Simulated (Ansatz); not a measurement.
C₃H₆OS, SMILES C[C@@H]1OCS1.

Geometry optimised at PBE0-D3(BJ)/def2-SVP. The structure was generated by enumeration; whether it is a known compound was not checked.

Two levels are set side by side: PBE/def2-SVPD (Ansatz, a first-principles code) and CAM-B3LYP/def2-SVPD (Ansatz). Energy differences of separate SCF runs at the same geometry; the states with an electron removed or added have multiplicity 2 and 2. Differences are taken from unrounded values.

| quantity | PBE |
|---|---|
| vertical ionisation energy (eV) | 8.53 |
| vertical singlet–triplet gap (eV) | 3.72 |

Q: These are the PBE values. What does CAM-B3LYP give? (The exact figures need the calculation; the answer reports its results.)

A: 
```csv
quantity,CAM-B3LYP,PBE minus CAM-B3LYP
vertical ionisation energy (eV),8.98,-0.45
vertical singlet–triplet gap (eV),4.02,-0.30
```
